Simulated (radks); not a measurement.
Results of a calculation; reference values are marked as such.
Yb I, 70 electrons, occupied as [Xe] 4f14 6s2. Code: a radial shooting solver on a logarithmic mesh with Libxc functionals. Model: Dirac Kohn-Sham, PBEsol, spin-unpolarised, spherical densities, point nucleus.

Spin-orbit splittings of the eigenvalues, e(l+1/2) - e(l-1/2), with zeta = 2 splitting/(2l+1) and mean radii in bohr:

| shell | occ. | splitting (eV) | zeta (eV) | <r> j=l-1/2 | <r> j=l+1/2 |
|---|---|---|---|---|---|
| 2p | 6 | 1046 | 697.7 | 0.06873 | 0.07623 |
| 3p | 6 | ? | ? | 0.2061 | 0.2202 |
| 3d | 10 | 48.54 | 19.41 | 0.1935 | 0.1979 |
| 4p | 6 | 50.36 | 33.57 | 0.4957 | 0.5282 |
| 4d | 10 | 9.166 | 3.666 | 0.5535 | 0.5651 |
| 4f | 14 | 1.317 | 0.3763 | 0.7780 | 0.8041 |
| 5p | 6 | 6.109 | 4.073 | 1.368 | 1.489 |

Estimate the 3p splitting.

Answer. 222.1 eV (zeta = 148.1 eV).
